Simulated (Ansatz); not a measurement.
Geometry optimisation, Ansatz, RKS PBE/def2-SVP.

Input:

```yaml
crystal:
  periodic: [false, false, false]
  atoms:
    - { symbol: Ta, position_ang: [-0.467887, -0.273686, -0.163421] }
    - { symbol: O, position_ang: [2.731402, -0.153517, -0.327689] }
    - { symbol: H, position_ang: [2.858121, -0.076467, 0.638274] }
    - { symbol: Cl, position_ang: [0.397292, -0.124893, 2.015596] }
    - { symbol: Cl, position_ang: [0.059149, 0.274889, -2.353893] }
    - { symbol: F, position_ang: [-1.056692, 1.515131, 0.086938] }
    - { symbol: Cl, position_ang: [-2.589631, -1.123079, -0.106396] }
    - { symbol: O, position_ang: [0.40496, -2.04327, -0.357303] }
    - { symbol: Si, position_ang: [0.658222, -3.717047, -0.365273] }
    - { symbol: H, position_ang: [0.99495, -4.153032, -1.762218] }
    - { symbol: H, position_ang: [1.803797, -4.028139, 0.557293] }
    - { symbol: H, position_ang: [-0.592981, -4.399091, 0.110969] }
    - { symbol: H, position_ang: [2.399399, -1.083099, -0.422578] }
basis:
  gaussian: { orbitals: def2-SVP }
hamiltonian:
  xc: pbe
relax:
  f_tol: 0.03
  max_steps: 50
```

Launched with:

```bash
$ ansatz run input.yaml --threads 4 --pin off --max-ram 5120MiB --backend cpu --events-out ev --progress --plain --runs-dir out
```

Where does it end, and by what steps?

The forces met the threshold. After 13 steps the energy has fallen by 0.661 eV; H13 moved furthest, 1.13 Å. Joined: Ta1–O2 (3.21 → 2.32 Å).

| step | energy less start (eV) | largest force component (eV/Å) | accepted |
| --- | --- | --- | --- |
| 0 | 0.0000 | 0.928 | yes |
| 1 | -0.1086 | 1.347 | yes |
| 2 | -0.2391 | 1.739 | yes |
| 3 | -0.4043 | 1.523 | yes |
| 4 | -0.4939 | 0.753 | yes |
| 5 | -0.5692 | 0.497 | yes |
| 6 | -0.6071 | 0.479 | yes |
| 7 | -0.6219 | 0.617 | yes |
| 8 | -0.6448 | 0.461 | yes |
| 9 | -0.6529 | 0.207 | yes |
| 10 | -0.6567 | 0.156 | yes |
| 11 | -0.6579 | 0.231 | yes |
| 12 | -0.6603 | 0.033 | yes |
| 13 | -0.6605 | 0.017 | yes |

```xyz
13
Properties=species:S:1:pos:R:3
Ta -0.228 -0.371 -0.102
O 2.043 0.111 -0.145
H 2.564 -0.193 0.624
Cl 0.365 -0.402 2.200
Cl 0.208 -0.116 -2.421
F -0.387 1.523 0.027
Cl -2.503 -0.719 -0.045
O 0.236 -2.228 -0.229
Si 0.609 -3.871 -0.326
H 1.100 -4.175 -1.713
H 1.691 -4.179 0.672
H -0.624 -4.668 -0.019
H 2.524 -0.097 -0.971
```

Whether the end is a true minimum wasn't checked by a vibrational analysis.

Run time: 46 s on 4 threads of Arm Neoverse V2 (shared host), peak memory 0.3 GiB.
